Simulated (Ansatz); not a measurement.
The lowest singlet and triplet of AlH (SMILES [AlH]); geometries from B3LYP-D3(BJ)/def2-TZVP, each state relaxed from the structure named, with no frequency check.
Singlet (charge 0, multiplicity 1):
```json
[
 {"atom": "Al", "x (Å)": "0.0000", "y (Å)": "0.0000", "z (Å)": "-0.1187"},
 {"atom": "H", "x (Å)": "0.0000", "y (Å)": "0.0000", "z (Å)": "1.5432"}
]
```
Triplet (charge 0, multiplicity 3):
```xyz
2

Al     0.0000     0.0000    -0.1147
H      0.0000     0.0000     1.4914
```

A positive gap puts the triplet lower; no zero-point energy. R- takes a restricted singlet. U- takes an unrestricted singlet (broken symmetry where lower, unprojected). The triplet is unrestricted in single-reference levels. Active spaces average the two states.

Correlated levels freeze the cores.

Programs: Ansatz (an electronic-structure program) with Gaussian orbitals. Each number belongs to the level named beside it.

| level | gap E(singlet) − E(triplet), adiabatic (kJ/mol) |
|---|---|
| U-HF/cc-pV(T+d)Z (spin-contaminated) | -113.8 |
| R-HF/cc-pV(Q+d)Z | -111.2 |
| U-PBE/def2-TZVPP | -163.5 |
| U-wB97M-V/def2-TZVPP | -203.2 |
| U-MP2/cc-pV(D+d)Z (spin-contaminated) | (withheld) |
| R-CCSD/cc-pV(Q+d)Z | -181.1 |
| U-CCSD/cc-pV(Q+d)Z (spin-contaminated) | -180.9 |
| SA-CASSCF(4,5)/cc-pV(D+d)Z | -178.7 |
| SC-NEVPT2 on SA-CASSCF(4,5)/cc-pV(T+d)Z | -182.8 |

**Question.** Some entries are withheld; supply them.

**Answer.** 
- U-MP2/cc-pV(D+d)Z (spin-contaminated), gap E(singlet) − E(triplet), adiabatic (kJ/mol): -151.4

Doubts at one or more of the structures used: a restricted determinant that unrestricted orbitals would lower (R-HF/cc-pV(Q+d)Z, R-CCSD/cc-pV(Q+d)Z); T1 above 0.05 (U-CCSD/cc-pV(Q+d)Z (spin-contaminated)).
